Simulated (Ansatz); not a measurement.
Species: C2H5N, SMILES `[H]/N=C\C` (charge 0, multiplicity 1), formula C₂H₅N.

Problem. How many basis functions does frozen-core CCSD(T)/cc-pVTZ // B3LYP-D3(BJ)/def2-TZVP run with Ansatz (a first-principles code) use, how many core orbitals are frozen, and how many electrons are correlated?

Solution. 160 basis functions and 3 frozen orbitals, which leaves 18 correlated electrons. Core time is of the order of seconds.
